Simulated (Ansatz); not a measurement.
This geometry of CH3BClO (7 atoms, charge 1, multiplicity 1) is a first-order saddle point.

All numbers below come from RKS revPBE/def2-SVP in Ansatz 0.2.0.

```xyz
7
Properties=species:S:1:pos:R:3
O -0.541 1.270 -0.400
C -0.115 0.415 0.412
B 0.560 -0.963 -0.057
Cl -0.501 -2.320 -0.053
H -0.887 1.922 -1.040
H -0.249 0.670 1.497
H 1.733 -0.994 -0.357
```

(1) Which two structures does it join? (They come from a converged band through this point; their orientation in space is the band's.)

(2) How far does it lie above each of them?

Results:

(1) No bond is made or broken. The dihedral H5–O1–C2–B3 changes from -1 to 179° by way of a nearly straight angle H5–O1–C2 (up to 179°), not by a turn about the bond.

Initial state:

```xyz
7
Properties=species:S:1:pos:R:3
O -0.639 1.467 -0.042
C -0.126 0.441 0.517
B 0.494 -0.854 -0.186
Cl -0.591 -2.181 -0.334
H -0.631 1.454 -1.035
H -0.159 0.524 1.629
H 1.651 -0.851 -0.548
```

Final state:

```xyz
7
Properties=species:S:1:pos:R:3
O -0.549 1.160 -0.698
C -0.114 0.417 0.243
B 0.591 -0.980 -0.090
Cl -0.466 -2.337 -0.038
H -0.992 1.998 -0.402
H -0.252 0.763 1.296
H 1.782 -1.021 -0.311
```

(2) 92.1 kJ/mol above the first and 94.1 kJ/mol above the second. This is the barrier of this one path; another mechanism may lie lower. Limits of this set-up: the dipole of an ion depends on the origin.

Run time: 53 s on 1 thread of Intel(R) Xeon(R) Platinum 8488C (Sapphire Rapids) (shared host), peak memory 0.17 GiB.
